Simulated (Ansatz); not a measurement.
`[NH2][Sn][N]([SiH3])[SiH3]`, relaxed with RKS PBE-D4/def2-SVP in Ansatz from a rough embedded geometry. The force threshold is 0.03 eV/Å; the program also tests the step.

Charge 0, multiplicity 1. Sn: def2 effective core potential.

Start:

```xyz
13

N     0.457   -2.447   -0.275
Sn    1.487   -1.172    0.876
N     0.602    0.676    0.787
Si    0.885    1.335   -0.853
Si   -1.133    0.501    1.113
H     0.299   -2.059   -1.221
H    -0.467   -2.620    0.154
H     0.275    2.654   -0.976
H     0.177    0.417   -1.878
H     2.262    1.394   -1.234
H    -1.332   -0.110    2.392
H    -1.711   -0.338    0.053
H    -1.801    1.769    1.064
```

Task: By how much does the energy fall, and how many steps does the optimiser take? (An estimate is asked.)

Result: Computed: 155.26 kJ/mol, in 27 steps.

Task: Which bonds change most? (An estimate is asked.)

Result: The calculation gave: Si4–H10 from 1.430 to 1.510 Å; Sn2–N3 from 2.051 to 2.130 Å; Si5–H11 from 1.431 to 1.509 Å; Si5–H13 from 1.434 to 1.507 Å.

Task: Give the relaxed structure. (Best estimate.)

Result: Ansatz gave: 
```xyz
13

N     0.203   -2.658    0.549
Sn    1.598   -1.395   -0.277
N     0.352    0.331   -0.205
Si    1.015    1.807   -0.888
Si   -1.261    0.318    0.488
H    -0.759   -2.446    0.833
H     0.412   -3.646    0.712
H     1.088    2.934    0.113
H     0.227    2.312   -2.073
H     2.416    1.496   -1.357
H    -1.249   -0.090    1.941
H    -2.172   -0.655   -0.224
H    -1.870    1.693    0.388
```
